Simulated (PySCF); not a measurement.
Compound: C₅H₁₁B.
Numbering: `[BH2:1][C@H:2]([CH3:3])[CH2:4][CH:5]=[CH2:6]` (hydrogens: H7, H8 on B1; H9 on C2; H10, H11, H12 on C3; H13, H14 on C4; H15 on C5; H16, H17 on C6)

Computed with PySCF at PBE0/def2-SVPD, non-relativistic, on one gas-phase PBE0-D3(BJ)/def2-SVP geometry that isn't relaxed in the solvent. The solvent is an IEF-PCM continuum (van der Waals radii × 1.2). Only the electrostatic response of the medium enters.

Gas phase at PBE0/def2-SVPD: HOMO -7.36 eV, LUMO -1.28 eV, dipole 0.79 D.

What does the continuum do to the energy, the frontier levels and the dipole at PBE0/def2-SVPD in cyclohexane and methanol?

| solvent | ε | E(solvent) − E(gas) (kJ/mol) | polarisation term (kJ/mol) | distortion of the solute (kJ/mol) | HOMO (eV) | LUMO (eV) | dipole (D) |
| --- | --- | --- | --- | --- | --- | --- | --- |
| cyclohexane | 2.017 | -3.35 | -3.50 | 0.15 | -7.34 | -1.23 | 0.91 |
| methanol | 32.61 | -9.10 | -10.34 | 1.24 | -7.35 | -1.19 | 1.15 |

The first energy column is the sum of the next two and covers electrostatics alone. From cyclohexane to methanol the lowering changes by a factor 2.72, Onsager's factor (ε − 1)/(2ε + 1) by 2.36 and ε itself by 16.2.

How does the static polarisability (PBE0/def2-SVPD, frozen core, with the continuum's full static response) change?

```json
{"medium": "gas", "isotropic (au)": "77.4", "principal values (au)": "65.2, 71.8, 95.3", "⟨r²⟩ of the electrons (bohr²)": "782.1"}
{"medium": "cyclohexane", "isotropic (au)": "86.6", "principal values (au)": "73.3, 80.5, 106.2", "⟨r²⟩ of the electrons (bohr²)": "782.3"}
{"medium": "methanol", "isotropic (au)": "104.1", "principal values (au)": "91.2, 97.1, 123.9", "⟨r²⟩ of the electrons (bohr²)": "782.5"}
```

The isotropic value in methanol is 1.34 times the gas-phase one; no cavity-field correction is applied. ⟨r²⟩ is taken about the centre of nuclear charge.

Rough CPU time on one thread of a shared machine: about 70 s. This is the whole response run at PBE0/def2-SVPD in methanol, SCF included.

Shape of the structure used: `[BH2:1][C@H:2]([CH3:3])[CH2:4][CH:5]=[CH2:6]`: B1–C2–C4–C5 -56°, C2–C4–C5–C6 123°.
